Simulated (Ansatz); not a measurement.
C6H15FO2Sn (`C[O][Sn]([F])([O]C)[C](C)(C)C`), 25 atoms. Charge 0, multiplicity 1. Correlated methods include outer-core shells of Sn, which these sets cover unevenly. Sn: def2 effective core potential. All runs use 6 threads of an AMD EPYC 7R13 on a shared host and a share of an NVIDIA H100 80 GB. Correlated methods freeze the cores.

**Question.** How many basis functions does each run have, and how long does it take in Ansatz? RKS PBE0-D4/def2-TZVP relaxation (28 steps); RKS PBE0-D4/def2-SVP energy; RHF-CCSD(T)/def2-TZVPP energy; direct RPA on PBE orbitals/def2-TZVPP energy; RKS SPW92 (LDA)/def2-TZVPP energy; RHF-CCSD(T)/def2-SVP energy; RKS ωB97X-V/def2-TZVPP energy; RHF-MP2/def2-QZVPP energy; RKS ωB97M-V/def2-SVP energy; RKS LC-ωPBE/def2-TZVPP energy; RKS r2SCANh-D4/def2-TZVPP energy; RKS PBE0-D4/def2-QZVPP energy. (Best estimate.)

**Answer.** The calculation gave: Other jobs shared the machine, so times are rough.

```
                                level                    job  functions  wall time  peak host memory (GiB)
           RKS SPW92 (LDA)/def2-TZVPP                 energy        539        3 s                     1.1
            RKS r2SCANh-D4/def2-TZVPP                 energy        539      3.3 s                     1.2
                 RKS PBE0-D4/def2-SVP                 energy        227      3.4 s                    0.87
               RKS ωB97X-V/def2-TZVPP                 energy        539      4.6 s                     1.3
                 RKS ωB97M-V/def2-SVP                 energy        227      4.6 s                       1
               RKS LC-ωPBE/def2-TZVPP                 energy        539        5 s                     1.2
                 RHF-CCSD(T)/def2-SVP                 energy        227        7 s                    0.84
               RKS PBE0-D4/def2-QZVPP                 energy       1045      7.5 s                     1.6
                   RHF-MP2/def2-QZVPP                 energy       1045       10 s                     1.8
direct RPA on PBE orbitals/def2-TZVPP                 energy        539       15 s                     3.1
                RKS PBE0-D4/def2-TZVP  relaxation (28 steps)        419       66 s                     1.2
               RHF-CCSD(T)/def2-TZVPP                 energy        539      110 s                     2.9
```

LC-ωPBE has ω = 0.4 bohr⁻¹.
